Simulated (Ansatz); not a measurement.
Job for Ansatz (an electronic-structure program): R-BHLYP/def2-TZVPP on H2O2Ti (SMILES [OH][Ti][OH]), 2S+1 = 1, a spin state set in the input, which need not be the lowest.

Ansatz 0.2 input:
```yaml
crystal:
  periodic: [false, false, false]
  atoms:
    - {symbol: Ti, position_ang: [0.31640024, -0.95365752, 0.16300889]}
    - {symbol: O, position_ang: [1.15953921, 0.06717730, -1.01960460]}
    - {symbol: H, position_ang: [1.28570220, 0.88214535, -1.50555791]}
    - {symbol: O, position_ang: [-1.08945233, -0.32400099, 1.04540052]}
    - {symbol: H, position_ang: [-1.72596047, 0.35808241, 1.25953888]}
basis:
  gaussian:
    orbitals: def2-TZVPP
hamiltonian:
  xc: {name: BHLYP}
```

The head of its log:

```
WARN ansatz: RAYON_NUM_THREADS=1 ignored (pool sized by the plan → 1); use --threads N
Functional definition: BHLYP
integrals: 0.06 GiB planned
1026 factors; their error is unknown
mean field: 0.61 GiB planned
mean field evaluation 1: about -27230.7640 eV, gradient 7.7e1 eV
mean field evaluation 2: about -27146.3292 eV, gradient 2.6e2 eV
```

Predict the final total energy.

-1001.1023 hartree.
